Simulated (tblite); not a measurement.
Compound: C3H14FNSi3.
Bonds: C1–C2, C2–C3, C2–N4, N4–Si5, C2–Si6, Si6–Si7, Si7–F8. Hydrogens: H9, H10, H11 on C1; H12, H13, H14 on C3; H15 on N4; H16, H17, H18 on Si5; H19, H20 on Si6; H21, H22 on Si7.

Computed with GFN2-xTB (tblite), gas phase: L-BFGS steps from a force-field or distance-geometry start until the largest atomic force falls under 0.01 eV/Å.

Geometry at step 11:
```
atom  x, y, z in Å
C1     -0.1878   -1.9338   -0.1002
C2     -0.5064   -0.4343   -0.2568
C3     -1.4626   -0.2466   -1.4420
N4     -1.1386    0.0688    0.9642
Si5    -1.4906    1.7288    1.2863
Si6     1.1065    0.5710   -0.6469
Si7     2.9410   -0.0711    0.6028
F8      4.2056    0.0484   -0.3913
H9      0.3419   -2.2775   -0.9868
H10     0.4138   -2.1592    0.7835
H11    -1.1164   -2.4983   -0.0303
H12    -1.7939    0.7887   -1.4859
H13    -2.3224   -0.8968   -1.3135
H14    -0.9786   -0.4899   -2.3817
H15    -1.8765   -0.5581    1.2594
H16    -2.8549    1.8275    1.8201
H17    -0.4449    2.2628    2.1736
H18    -1.4605    2.5333    0.0527
H19     1.3000    0.3783   -2.1023
H20     0.8857    2.0205   -0.5119
H21     3.3421    0.8214    1.6851
H22     3.0873   -1.4646    1.0208
```

Task: Give the atomic forces at this geometry.

Result: 
```
atom  Fx (eV/Å)  Fy (eV/Å)  Fz (eV/Å)
  C1     -0.092      0.279     -0.082
  C2      0.237      0.319      0.060
  C3      0.111     -0.088      0.114
  N4      0.022     -0.014     -0.031
 Si5      0.044      0.017     -0.163
 Si6      0.085     -0.144      0.076
 Si7     -0.156     -0.027     -0.049
  F8      0.124      0.055     -0.120
  H9      0.039     -0.042      0.046
 H10     -0.087      0.211     -0.126
 H11     -0.060     -0.075      0.060
 H12     -0.026     -0.103     -0.017
 H13     -0.228      0.007     -0.065
 H14      0.007     -0.091     -0.066
 H15      0.050     -0.089     -0.011
 H16      0.147     -0.051      0.087
 H17     -0.108     -0.093      0.016
 H18     -0.082      0.041      0.102
 H19      0.057     -0.039      0.056
 H20     -0.018     -0.059     -0.028
 H21     -0.020     -0.030      0.065
 H22     -0.047      0.016      0.076
```

The largest, 0.40 eV/Å, acts on C2; the rms over all components is 0.102 eV/Å. The forces sum to zero within rounding, as they must for an isolated molecule in no field.

Task: Give the force on C2 in Eh/bohr and in nN.

Result: 0.402 eV/Å ÷ 51.422 = 0.00782 Eh/bohr, and 0.402 eV/Å × 1.602 = 0.64 nN.

Task: How far is this geometry from the end of the optimisation?

Result: 0.205 eV above it, and 0.665 Å rms away after alignment. The bonds farthest from their final lengths, with half the difference of the two atoms' forces along the bond (positive lengthens):

| bond | now (Å) | final (Å) | force along bond (eV/Å) |
| --- | --- | --- | --- |
| C2–Si6 | 1.940 | 1.925 | -0.18 |
| C1–C2 | 1.541 | 1.530 | -0.02 |
| Si6–Si7 | 2.311 | 2.301 | -0.15 |
| N4–Si5 | 1.727 | 1.719 | 0.00 |
| Si5–H17 | 1.472 | 1.465 | -0.02 |
| Si5–H16 | 1.468 | 1.463 | 0.00 |

The angle farthest from its final value is N4–Si5–H16, 108.8° against 103.4°.

Of the 3 listed bonds off by 0.010 Å or more, this force points towards the final length in 3.

The cost below is that of the whole relaxation. Time: 1.7 s of wall time. Hardware: an Arm Neoverse V1 with one thread, on a shared host.
